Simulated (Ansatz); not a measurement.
`O[SiH](F)S[SiH2]Cl` + `C=N` → `C=N[SiH](O)F` + `S[SiH2]Cl`  (ligand exchange at the Si–S bond)

Calculated with Ansatz (gas phase, PBE0-D4/def2-TZVP geometries, no zero-point term in ΔE). CCSD(T)/CBS is the MP2 limit (def2-TZVPP, def2-QZVPP) plus CCSD(T) − MP2 in def2-TZVPP, frozen cores. This one scheme is used for every species. Functionals use def2-TZVPP. B3LYP here is the variant with VWN-RPA as its local correlation; programs differ in this. One conformer a species, not always the lowest.

```tsv
level	ΔE (kJ/mol)	difference from CCSD(T)/CBS
PBE-D4	25.0	6.3
r2SCAN-D4	19.5	0.8
PBE0-D4	23.0	4.3
B3LYP-D4	16.6	-2.1
ωB97X-V	17.4	-1.3
ωB97M-V	17.6	-1.1
B2PLYP	11.3	-7.4
PBE	19.5	0.8
r2SCAN	18.1	-0.6
PBE0	17.9	-0.8
B3LYP	7.5	-11.2
HF/def2-TZVPP	0.1	-18.6
MP2/def2-TZVPP	18.7	0.0
SCS-MP2/def2-TZVPP	14.7	-4.0
CCSD/def2-TZVPP	13.2	-5.5
CCSD(T)/def2-TZVPP	16.4	-2.3
HF/def2-QZVPP	-0.9	-19.6
MP2/def2-QZVPP	19.7	1.0
SCS-MP2/def2-QZVPP	15.7	-3.0
HF/CBS(def2)	-1.1	-19.8
MP2/CBS(def2)	21.1	2.4
CCSD/CBS(def2)	15.6	-3.1
CCSD(T)/CBS	18.7	0
```

Largest T1 diagnostic among the species: 0.013.

In def2-TZVPP, CCSD(T) changes the Hartree–Fock value by +16.2 kJ/mol (the triples alone add +3.1 kJ/mol) and MP2 by +18.6 kJ/mol. The D4 term adds +9.2 kJ/mol with B3LYP and +5.1 kJ/mol with PBE0; it sums over pairs of atoms, weighted by their polarisabilities, and B3LYP, whose exchange is more repulsive, gets the larger term.
